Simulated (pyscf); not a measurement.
`[CH2]=[CH][CH2-]` → `[CH2]=[C-][CH3]` (hydrogen shift; singlet surface; C–H broken, C–H formed). Optimised with ωB97X-D3(BJ)/def2-SVPD in PySCF. Correlated levels are frozen-core, on RHF or UHF. ΔMP2 is the change of the MP2 total energy from the triple- to the quadruple-zeta basis. Energies in eV from the reactant's lowest minimum found.

| level | barrier | reaction energy |
|---|---|---|
| ωB97X-D3(BJ)/def2-TZVPD | 2.66 | +0.67 |
| PBE/def2-TZVPD | ___ | +0.73 |
| B3LYP-D3(BJ)/def2-TZVPD | 2.62 | +0.73 |
| PBE0-D3(BJ)/def2-TZVPD | 2.55 | +0.75 |
| M06-2X/def2-TZVPD | 2.61 | +0.73 |
| HF/def2-TZVPD | 3.08 | +0.59 |
| CCSD(T)/def2-TZVPPD + ΔMP2(QZVPPD) | ___ | ___ |

Problem. What belongs in the gaps?

Solution. 
- PBE/def2-TZVPD, barrier: 2.37
- CCSD(T)/def2-TZVPPD + ΔMP2(QZVPPD), barrier: 2.59
- CCSD(T)/def2-TZVPPD + ΔMP2(QZVPPD), reaction energy: +0.61

Of the functionals in the table, M06-2X is closest to CCSD(T)/def2-TZVPPD + ΔMP2(QZVPPD) in the barrier (0.01 eV apart) and PBE least close (0.22 eV); that level has limits of its own. This is the saddle that the search found; another between the same sides may lie lower. The CCSD(T) − MP2 part came from Ansatz, without density fitting, on the same reference.
